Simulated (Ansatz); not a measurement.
The same path of BrH + ClH3O3Ti (10 atoms, charge 0, multiplicity 1) was run twice with different band settings. Lost on the way: Ti1–Cl2, Br9–H10. Made: Ti1–Br9, Cl2–H10.

Theory: Ansatz 0.2.0, RHF/def2-SVP.

Relaxed end points:

```xyz
10
Properties=species:S:1:pos:R:3
Ti 0.012 -0.532 0.058
Cl 0.575 -0.371 2.255
O 1.460 -0.861 -0.865
H 1.966 -1.466 -1.384
O -0.684 1.000 -0.402
H -0.527 1.916 -0.581
O -1.158 -1.814 -0.154
H -2.067 -2.032 -0.289
Br 0.858 3.673 1.648
H 0.809 2.361 2.168
```

```xyz
10
Properties=species:S:1:pos:R:3
Ti 0.619 0.020 -0.377
Cl -1.652 1.156 2.705
O 1.526 -0.622 -1.728
H 1.915 -1.395 -2.105
O -0.554 1.184 -0.943
H -1.310 1.687 -0.683
O -0.161 -1.264 0.508
H -0.841 -1.439 1.141
Br 2.100 1.156 1.206
H -0.398 1.392 2.729
```

Common settings: movable images 7; climbing image yes; optimiser quadratic models (default); start path through a guess of the saddle point; force threshold 0.05 eV/Å; iteration limit 60; end points relaxed.

| run | spring |
| --- | --- |
| 1 | 5.0 eV/Å² |
| 2 | 50.0 eV/Å² |

**Question.** What does each run give, and how far can it be trusted?

**Answer.** Run 1: converged after 33 iterations, highest image 1.340 eV above the first end. A vibrational analysis at the climbing image gives 2 clearly imaginary modes (1050i, 144i cm⁻¹): a point of higher order. A lower path may pass nearby, or the ends, which weren't checked, may share the extra mode.
Run 2: not converged after 60 iterations, highest image 1.309 eV above the first end. The band didn't meet its force threshold, so its energies are provisional: the largest band force was still 0.17 eV/Å, and over the last iterations the top stayed at 1.31 eV.
The orbitals stay closed-shell, which can raise the energy where a bond breaks towards radicals; this wasn't checked here.
